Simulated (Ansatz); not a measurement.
Ga(PF3)H3 (GaPH₃F₃), relaxed as a singlet with RKS PBE0-D4/def2-SVP in Ansatz, starting from the GFN2-xTB geometry. Force threshold 0.02 eV/Å.

Another isomer (singlet) lies 1.34 eV lower at PBE0-D4/def2-TZVP; other spin states weren't run for this one.

Start:

```
atom   x (Å)   y (Å)   z (Å)
  F1  -1.350   0.674   1.730
  F2   0.977   0.785   1.890
  F3  -0.094  -1.288   1.891
 Ga4   0.136  -0.046  -1.564
  P5  -0.097   0.027   1.013
  H6   1.555  -0.668  -1.502
  H7  -0.030   1.489  -1.715
  H8  -1.096  -0.973  -1.742
```

(1) Estimate the energy that the relaxation releases and the steps that it takes.

(2) Does the start keep its bonding and symmetry?

(3) Predict the relaxed structure.

Results:

(1) 10.3 kJ/mol, in 7 steps; 19 s on 2 threads of Arm Neoverse V2 on a shared host. No frequencies were taken in this run, so the end may be a saddle point.

(2) By distances, no bond broke or formed. The bond that changes most is Ga4–P5, from 2.59 to 2.51 Å (atoms count from 1). Point group C3 at the start, C3 at the end, both within 0.05 Å.

(3) 
```tsv
atom	x (Å)	y (Å)	z (Å)
F1	-1.3930	0.6621	1.6347
F2	0.9983	0.8320	1.8308
F3	-0.0560	-1.3299	1.8099
Ga4	0.1272	-0.0463	-1.4888
P5	-0.0873	0.0313	1.0123
H6	1.5586	-0.6986	-1.4563
H7	-0.0104	1.5116	-1.6608
H8	-1.1375	-0.9621	-1.6818
```
Bond lengths: 3 × F–P 1.58 Å; 1 × Ga–P 2.51 Å; 3 × Ga–H 1.57 Å.
